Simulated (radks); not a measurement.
Task: Radial electron density D(r) = 4 pi r^2 rho(r) of an atom or ion with 44 electrons. All-electron calculation, scalar-relativistic Kohn-Sham, SCAN, spin-unpolarised, spherical densities, finite nucleus; meta-GGA in the generalised Kohn-Sham scheme; Fermi nuclear charge, rms radius of each element as measured or else 0.836 A^(1/3) + 0.57 fm. Program: a radial shooting solver on a logarithmic mesh with Libxc functionals.

r (bohr),D(r) (e/bohr)
0.002936,7.332
0.003391,9.222
0.003885,11.39
0.004486,14.13
0.005181,17.38
0.005984,21.18
0.006855,25.26
0.007917,30.05
0.009143,35.23
0.01048,40.31
0.0121,45.62
0.01397,50.52
0.01614,54.60
0.01849,57.33
0.02135,58.72
0.02466,58.44
0.02825,56.81
0.03262,54.20
0.03768,51.64
0.04351,50.31
0.04985,51.17
0.05757,54.81
0.06649,60.81
0.07617,67.24
0.08797,72.56
0.1016,74.00
0.1173,70.44
0.1344,63.38
0.1552,54.99
0.1793,49.51
0.2054,49.15
0.2372,53.18
0.274,57.94
0.3164,58.44
0.3625,52.57
0.4186,40.99
0.4835,28.33
0.5539,19.65
0.6397,15.74
0.7388,15.89
0.8532,17.01
0.9775,16.68
1.129,14.30
1.304,10.73
1.494,7.370
1.725,4.577
1.992,2.665
2.301,1.474
2.636,0.8042
3.044,0.3954
3.516,0.1755
4.028,0.07175
4.652,0.02340
5.372,0.006127
6.205,0.001234
7.108,0.0002046

What is the nuclear charge?

Result: Z = 46. The innermost maximum, from 1s, lies near gamma/Z bohr with gamma = sqrt(1 - (Z/c)^2) = 0.942, here 0.0205 bohr (found: 0.0224), and its height grows with Z. The density is that of the palladium ion Pd2+ in [Kr] 4d7.5 5s0.5; the configuration itself is not fixed sharply by these data, and Z only to a few units. D(r) has 4 maxima, at r = 0.0224, 0.0984, 0.299, 0.895 bohr, and minima at 0.0442, 0.194, 0.677 bohr, inside which lie 2.01, 11.16, 29.02 electrons.
